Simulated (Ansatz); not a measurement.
Molecule: Ge₅H₁₂, charge 0, multiplicity 1. SMILES: [GeH2]([GeH2][GeH3])[GeH2][GeH3]
Coordinates optimised at B3LYP-D3(BJ)/def2-TZVP (Ansatz, a quantum-chemistry and plane-wave program):
```xyz
17

Ge     3.0687     0.3148    -1.0864
Ge     2.0603     0.9163     1.0503
Ge    -0.0739    -0.2427     1.2976
Ge    -1.4308     0.0559    -0.7082
Ge    -3.6079    -1.0224    -0.5041
H      4.4703     0.9319    -1.2417
H      2.1786     0.8154    -2.2376
H      3.1897    -1.2158    -1.1975
H      3.0145     0.5623     2.2093
H      1.8155     2.4385     1.0887
H     -0.8444     0.2728     2.5306
H      0.1836    -1.7496     1.5041
H     -1.6160     1.5639    -0.9748
H     -0.6677    -0.5329    -1.9125
H     -4.3748    -0.4274     0.6904
H     -4.4520    -0.8295    -1.7772
H     -3.4210    -2.5308    -0.2606
```

Wanted: atomisation energy (electronic, to ground-state atoms), in kcal/mol. Valence correlation only, unless marked. Open shells are spin-unrestricted. Spin-orbit coupling is left out. The frozen core is the preceding noble-gas configuration, with the filled d and f shells of earlier blocks. No relativistic terms. The coupled-cluster limit lacks core correlation, which all-electron functionals hold. Basis-set limits of correlation are two-point, X^-3; Hartree-Fock from the larger set.

```
level                         program  atomisation energy (kcal/mol)
----------------------------  -------  -----------------------------
PBE0/def2-QZVPP                Ansatz                     (withheld)
HSE06/def2-TZVPD               Ansatz                         1036.3
CCSD/6-31G                     Ansatz                     (withheld)
CCSD(T)/CBS(cc-pVTZ,cc-pVQZ)   Ansatz                         1053.8
```

Q: What belongs in the gaps?

A: 
- PBE0/def2-QZVPP, atomisation energy (kcal/mol): 1033.7
- CCSD/6-31G, atomisation energy (kcal/mol): 869.8
